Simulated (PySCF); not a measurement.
# Electronic absorption of (F2In-mu-SH)2

Compound: (F2In-mu-SH)2.
Z-matrix (Å and degrees, PBE0-D3(BJ)/def2-SVP geometry), rows numbered from 1:
```
In
F   1  1.9488
F   1  1.9483  2  125.15
S   1  2.5721  2  109.51  3  -127.98
In  4  2.5724  1   85.53  2  -109.46
F   5  1.9493  4  106.07  1  -111.47
F   5  1.9483  4  110.86  1   110.41
S   5  2.5721  4   94.49  1     0.49
H   4  1.3565  1   93.23  2   157.90
H   8  1.3564  1   92.82  2    19.37
```

Level of theory: PySCF 2.14.0, density-fitted response routines, TDDFT CAM-B3LYP/def2-SVPD, vertical, gas phase, core orbitals frozen in the response, def2 core potentials past Kr. Spin–orbit coupling is left out.

```tsv
state	E (eV)	λ (nm)	ν̃ (cm⁻¹)	f	main configurations (H = HOMO, L = LUMO)
S1	5.71	217.2	46030	0.0000	H→L+1 (92%)
S2	5.77	215.0	46500	0.124	H→L (89%), H-1→L+1 (8%)
S3	5.97	207.8	48130	0.0000	H-1→L (88%)
S4	6.49	191.1	52330	0.422	H-2→L (86%)
S5	6.70	185.2	54000	0.0002	H-3→L (67%), H-9→L+1 (13%)
S6	6.76	183.5	54490	0.215	H-1→L+1 (61%), H-8→L (18%)
S7	6.78	182.9	54670	0.0000	H-6→L (56%), H-7→L+1 (28%)
S8	6.78	182.8	54700	0.0005	H-7→L (56%), H-6→L+1 (29%)
S9	6.80	182.4	54830	0.0012	H-4→L (47%), H-4→L+1 (19%), H-5→L+1 (14%)
```

Triplets, Tamm–Dancoff:

```tsv
state	E (eV)	λ (nm)	main configurations (H = HOMO, L = LUMO)
T1	4.98	249.0	H→L (87%)
T2	5.24	236.4	H→L+1 (74%), H-1→L (20%)
T3	5.65	219.3	H-2→L (76%), H-3→L+1 (16%)
T4	5.75	215.7	H-2→L+1 (57%), H-3→L (32%)
```

The lowest singlet lies at 5.71 eV (217 nm, ultraviolet) and is dark (f under 0.0005); its leading configuration is HOMO→LUMO+1 (92%). The strongest level in the table is S4 at 6.49 eV (191 nm, f = 0.422). S7/S8 lie within about 0.01 eV of each other. Löwdin shares by element: HOMO sulfur 80%, indium 10%; LUMO indium 44%, sulfur 29% (atoms not listed hold the other 27%). Of the 9 states listed, 3 reach f = 0.01 and 4 stay under 0.0005. Weighted by f, the mean energy of these states is 6.45 eV. The listed states span 1.09 eV, and the widest gap between neighbours is 0.52 eV (S3 to S4). The vertical ionisation energy (ΔSCF) is 11.51 eV, 4.71 eV above S9. Orbitals of the list HOMO-3 to LUMO+2 that lie within 0.01 eV of each other are written together with a slash and their weights summed (≥ marks a lower bound); for degenerate orbitals outside that list single weights are arbitrary. Only the lowest 10 singlets were computed, as vertical energies without vibronic structure. The highest level found (6.80 eV, f 0.022 so far) is left out, since the window may have cut off a degenerate partner.

Time: 4.0 min of wall time (grids of density and orbitals included); peak memory 1.4 GiB. Hardware: one thread, AMD EPYC 7R43 (x86_64) (shared host).

One conformer stands for the species.
